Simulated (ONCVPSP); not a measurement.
**Which change was made? (Rb, ONCV)**

| Quantity | Value |
| --- | --- |
| Element | rubidium |
| Generator | ONCVPSP 4.0.1 |
| Type | optimised norm-conserving Vanderbilt (ONCV) |
| Functional | PBE |
| Relativity | scalar-relativistic |
| Frozen core | [Ar] 3d10 |
| Valence charge | 9 |
| Reference configuration | 4s2 4p6 5s0.75 (charge +0.25) |
| Partial waves | 4s+5s: rc 2.20 bohr, ncon 4, nbas 8, qcut 5.4 1/bohr, 2 projectors; 4p: rc 1.50 bohr, ncon 4, nbas 7, qcut 4.6 1/bohr, 2 projectors, debl 3.7 Ha; d scattering state at 0.4 Ha: rc 1.50 bohr, ncon 3, nbas 7, qcut 5.4 1/bohr, local |
| Local potential | the d channel |
| Core correction | Teter function, fcfact 4.5, rcfact 1.45 |

Cutoffs, loose and tight: the cutoffs (Ha) at which the residual kinetic energy of the hardest occupied pseudo-wave falls to 1 and 0.1 mHa per electron. They do not see the model core or the augmentation charge, which bear on the density cutoff. Test errors are all-electron minus pseudo excitation energies from the reference, over the configurations 4s2 4p6 5s1; 4s2 4p6 5s0; 4s2 4p6 5s0.5; 4s2 4p6 4d0.5 5s0.5; variants that change the core or the reference have their own tests.

The base gives: outcome: generated; cutoff, loose: 31 Ha; cutoff, tight: 61 Ha; bound ghosts: none; GHOST(+) flags above zero: none; largest test error (meV): -0.4.

(1) After one change the result is: outcome: generated; cutoff, loose: 25 Ha; cutoff, tight: 58 Ha; bound ghosts: none; GHOST(+) flags above zero: none; largest test error (meV): -0.4. Which change was it?
A. s: qcut 7.9; p: qcut 6.7; d: qcut 7.9
B. s: qcut 5.9; p: qcut 5.1; d: qcut 5.9
C. s: qcut 6.7; p: qcut 5.7; d: qcut 6.7
D. s: qcut 4.6; p: qcut 3.9; d: qcut 4.6

Answers

(1) B. The others give: s: qcut 4.6; p: qcut 3.9; d: qcut 4.6 → outcome: generated; cutoff, loose: 46 Ha; cutoff, tight: 62 Ha; bound ghosts: none; GHOST(+) flags above zero: none; largest test error (meV): -0.5 | s: qcut 7.9; p: qcut 6.7; d: qcut 7.9 → outcome: generated; cutoff, loose: 18 Ha; cutoff, tight: 23 Ha; bound ghosts: none; GHOST(+) flags above zero: none; largest test error (meV): -0.3 | s: qcut 6.7; p: qcut 5.7; d: qcut 6.7 → outcome: generated; cutoff, loose: 16 Ha; cutoff, tight: 52 Ha; bound ghosts: s; GHOST(+) flags above zero: none; largest test error (meV): -0.3.
